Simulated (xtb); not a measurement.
Al(F)(Cl)(Me) (CH3AlClF), SMILES [CH3][Al]([Cl])[F]. All values are semi-empirical tight-binding results from xtb (GFN2-xTB unless named), good for trends rather than for accurate numbers. The structure is a stationary point at GFN2-xTB.

Optimised geometry:

```xyz
7

Al    -0.0118    -0.3068     0.1549
F     -1.3669    -1.2607     0.1024
Cl    -0.1422     1.4714    -0.8113
C      1.5482    -1.0259     1.1414
H      1.9825    -0.2886     1.8177
H      2.3469    -1.3370     0.4658
H      1.2539    -1.8979     1.7260
```

For metal compounds this method's bond lengths and energies can be far off.

Computed properties:
```
Quantity                                      Result
-------------------------------------  -------------
orbital gap                                  4.52 eV
zero-point energy                      24.0 kcal/mol
G − E(el) at 298.15 K (modified RRHO)   4.6 kcal/mol
```

Q: Give the atomic charges and the Wiberg bond orders between heavy atoms. (An estimate is asked for; the answer gives what the named calculation found.)

A: charges (e) Al1 0.40, F2 -0.26, Cl3 -0.15, C4 -0.21, H5 0.07, H6 0.07, H7 0.08. Bond orders Al1–F2 1.21, Al1–Cl3 1.34, Al1–C4 1.05.
